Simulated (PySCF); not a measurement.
SiHClBr2, SMILES Cl[SiH](Br)Br. Atoms are numbered in the order given.

```xyz
5

Si     0.5752     0.4282     0.0000
Cl    -0.2197     2.3277     0.0000
Br    -0.0909    -0.6583    -1.8178
Br    -0.0909    -0.6583     1.8178
H      2.0482     0.5155     0.0000
```

Coordinates come from a B3LYP-D3(BJ)/def2-SVP optimisation.

Two levels are set side by side: PBE/pcSseg-1 (PySCF) and PBE0/pcSseg-1 (PySCF). GIAO shifts against HCl (³⁵Cl), TMS (²⁹Si), TMS (¹H) at the same level; non-relativistic, no solvent, atoms listed together averaged. Without spin–orbit terms, shifts of atoms bonded to Cl or Br come out too high at both levels. Differences are taken from unrounded values.

```
quantity               PBE0    PBE  PBE minus PBE0
--------------------  -----  -----  --------------
δ(²⁹Si) of Si1 (ppm)   41.7   43.6             1.9
δ(³⁵Cl) of Cl2 (ppm)  164.0  198.4            34.4
δ(¹H) of H5 (ppm)      6.97   7.28            0.31
```

Rough cost on one machine, each run with all the roots and properties that it gave: PBE0 against PBE within a factor of 2.
